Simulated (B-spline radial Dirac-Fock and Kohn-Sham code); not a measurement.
How the settings move the core levels of S²⁺

ΔSCF core binding energies without Breit or QED terms, calculated with a radial atomic solver. Keys: rel is the Hamiltonian (dirac, or spin-free x2c and nr, where L3 and M5 stand for the whole 2p and 3d shells), method is hf or an exchange,correlation pair (spin-unpolarised, also for the hole states), nuc the nuclear model, radius_factor scales its radius, rmax is the box in bohr, h the logarithmic mesh step, order the B-spline order, points the quadrature points per cell, c_factor scales the speed of light, and damp, ndamp, maxit and tol steer the iteration. The run stops when the commutator error falls below 10·tol·max(1, Z/10), or the numerical noise floor, and the energy has settled to about 1e-8 Ha; the virial ratio is −V/T.

Base input:

```json
{"items": [{"Z": 16, "q": 2, "cfg": [[1, 0, 2], [2, 0, 2], [2, 1, 6], [3, 0, 2], [3, 1, 2]], "A": 32, "rrms": 3.2611, "do": "settings", "holes": ["K", "L3", "M5"],
  "settings": [{"rel": "dirac", "method": "hf", "nuc": "fermi", "radius_factor": 1.0, "rmax": 45.0, "h": 0.3, "order": 8, "points": 10, "c_factor": 1.0, "maxit": 60, "damp": 0.5, "ndamp": 3, "tol": 1e-08}]}]}
```

The ground state converged in 9 iterations, with total energy -397.42174 Ha, virial ratio 1.99436 and highest orbital energy -33.70 eV. ΔSCF binding energies: K (1s) 2512.3 eV, L3 (2p3/2) 200.2 eV. Holes are computed only in closed shells, and unreliable hole states are left out.

Changes from the base run:

| changed setting | Δ total energy (Ha) | Δ K (eV) | Δ L3 (eV) | iterations |
| --- | --- | --- | --- | --- |
| radius_factor = 0.5; h = 0.5; tol = 1e-06 | ? | ? | ? | ? |
| damp = 0.2 | 0.00000 | 0.00 | 0.00 | 9 |
| radius_factor = 0.5 | -0.00028 | 0.00 | 0.00 | 9 |
| tol = 1e-06 | 0.00000 | 0.00 | 0.00 | 8 |
| order = 6 | 0.00000 | 0.00 | 0.00 | 9 |
| nuc = "sphere"; radius_factor = 0.5; tol = 1e-06 | -0.00028 | 0.00 | 0.00 | 8 |
| nuc = "sphere" | 0.00000 | 0.00 | 0.00 | 9 |

Question: What does the change radius_factor = 0.5; h = 0.5; tol = 1e-06 do?

Answer: The total energy moves by +0.00065 Ha and the binding energies by K +0.02 eV, L3 +0.02 eV; the run takes 8 iterations.
